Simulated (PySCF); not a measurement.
# B (boron, neutral) across methods

[He] 2s1 2p2, high-spin 4P determinant (an excited configuration). Calculation: PySCF 2.14, in aug-cc-pCVQZ-DK (9s8p6d4f2g, 109 functions); scalar relativity by spin-free X2C-1e.

| method | E (hartree) | mean ε 1s β (eV) | mean ε 2s α (eV) | mean ε 2p α (eV) | Σ⟨r²⟩ (bohr²) | ⟨S²⟩ |
| --- | --- | --- | --- | --- | --- | --- |
| LDA | -24.2416 | -177.79 | -10.619 | -4.841 | 16.53 | 3.750 |
| r2SCAN | -24.5368 | -182.70 | -11.299 | -5.129 | 16.00 | 3.750 |
| PBE0 | -24.5080 | -186.93 | -12.488 | -6.109 | 16.09 | 3.750 |
| PBE | -24.4985 | -179.70 | -10.706 | -4.838 | 16.39 | 3.750 |
| LC-wPBE | -24.5199 | -185.59 | -15.746 | -8.992 | 15.85 | 3.750 |
| BLYP | -24.5255 | -180.25 | -10.353 | -4.558 | 16.46 | 3.750 |
| UHF | -24.45905 | -208.00 | -17.532 | -9.697 | 15.72 | 3.750 |

(1) Estimate the same row for wB97X-V.

Answers

(1) E (hartree) = -24.5319; mean ε 1s β (eV) = -188.82; mean ε 2s α (eV) = -15.146; mean ε 2p α (eV) = -8.445; Σ⟨r²⟩ (bohr²) = 16.25; ⟨S²⟩ = 3.750.
